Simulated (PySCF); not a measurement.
Compound: C3H6BFSi.
Atom-mapped SMILES: `[F:1][Si@@H:2]1[CH:3]=[CH:4][BH:5][CH2:6]1` (hydrogens: H7 on Si2; H8 on C3; H9 on C4; H10 on B5; H11, H12 on C6)

Structure used (PBE0-D3(BJ)/def2-SVP), in Å, numbered top down from 1:
```
atom  x, y, z in Å
F1    -0.485   -2.074    1.914
Si2   -0.178   -1.383    0.468
C3     1.464   -0.493    0.447
C4     1.301    0.749   -0.078
B5    -0.152    1.043   -0.569
C6    -1.234    0.113    0.089
H7    -0.277   -2.481   -0.535
H8     2.443   -0.875    0.760
H9     2.158    1.418   -0.219
H10   -0.396    1.841   -1.446
H11   -1.463    0.541    1.084
H12   -2.179   -0.021   -0.453
```

Method used: PBE0-D3(BJ)/def2-SVP geometry optimisation, gas phase (PySCF 2.14.0).

Take the most abundant isotopes and a rigid rotor. The values belong to one conformer with, in the numbering `[F:1][Si@@H:2]1[CH:3]=[CH:4][BH:5][CH2:6]1`, F1–Si2–C3–C4 -132°, C3–C4–B5–C6 21°, C4–B5–C6–Si2 -27°, F1–Si2–C6–B5 139°.

Q: What are A, B and C (cm⁻¹)?

A: Ia = 93.29, Ib = 203.88, Ic = 268.16 u·Å²; 505379 MHz·u·Å²/I gives 5417, 2479 and 1885 MHz, that is A = 0.18070, B = 0.08268, C = 0.06286 cm⁻¹.

Q: What kind of rotor is it?

A: An asymmetric top: κ = (2 × 2479 − 5417 − 1885)/(5417 − 1885) = -0.66.

Q: Is it planar, by Δ = Ic − Ia − Ib?

A: Not planar: Δ = Ic − Ia − Ib = -29.01 u·Å². For a rigid frame Δ = −2 Σ m c², so Σ m c² = 14.51 u·Å² lies off the ab plane: 5.31 from hydrogen and 9.20 from heavier atoms. The atom farthest from that plane is 1.85 Å away.

Q: List the rotational levels J(Ka,Kc) to J = 3 (MHz).

A: Above 0(0,0):
J = 1: 1(0,1) 4363, 1(1,1) 7302, 1(1,0) 7896
J = 2: 2(0,2) 13009, 2(1,2) 15434, 2(1,1) 17217, 2(2,1) 26032, 2(2,0) 26113
J = 3: 3(0,3) 25784, 3(1,3) 27586, 3(1,2) 31144, 3(2,2) 39122, 3(2,1) 39519, 3(3,1) 55348, 3(3,0) 55355
The levels of one J sum to (2J + 1)J(J + 1)(A + B + C)/3.

Q: Which lines would a microwave search look for?

A: The dipole components are |μa| = 1.11 D, |μb| = 0.23 D, |μc| = 0.15 D. The squared components, which scale the intensities, stand as 1.00 : 0.04 : 0.02 (a : b : c). Some of the stronger lines:

```tsv
type	branch	J(Ka,Kc)	MHz	lower level (cm⁻¹)
a	Q	3(2,1) ← 3(2,2)	397	1.305
a	Q	1(1,0) ← 1(1,1)	594	0.244
a	Q	2(1,1) ← 2(1,2)	1783	0.515
c	Q	1(1,1) ← 1(0,1)	2938	0.146
a	Q	3(1,2) ← 3(1,3)	3558	0.920
a	R	1(0,1) ← 0(0,0)	4363	0.000
a	R	2(1,2) ← 1(1,1)	8133	0.244
a	R	2(0,2) ← 1(0,1)	8646	0.146
c	Q	2(2,1) ← 2(1,1)	8815	0.574
a	R	2(1,1) ← 1(1,0)	9321	0.263
b	R	3(0,3) ← 2(1,2)	10349	0.515
a	R	3(1,3) ← 2(1,2)	12151	0.515
a	R	3(0,3) ← 2(0,2)	12775	0.434
c	R	2(1,1) ← 1(0,1)	12854	0.146
a	R	3(2,2) ← 2(2,1)	13090	0.868
a	R	3(2,1) ← 2(2,0)	13406	0.871
a	R	3(1,2) ← 2(1,1)	13927	0.574
c	Q	3(3,1) ← 3(2,1)	15828	1.318
b	Q	3(3,0) ← 3(2,1)	15835	1.318
c	R	3(2,1) ← 2(1,1)	22302	0.574
c	R	3(2,2) ← 2(1,2)	23688	0.515
c	R	3(3,0) ← 2(2,0)	29241	0.871
c	R	3(3,1) ← 2(2,1)	29315	0.868
```

No PBE0-D3(BJ)/def2-SVP frequencies stand behind this structure, so it isn't proved a minimum. Zero-point vibration and centrifugal distortion are left out. Quadrupole hyperfine structure (11B) is left out.

Hardware: Arm Neoverse V1, one thread, no GPU, on a shared host. Cost: 64 s of wall time, 0.50 GiB resident at most. That covers the optimisation of the geometry.
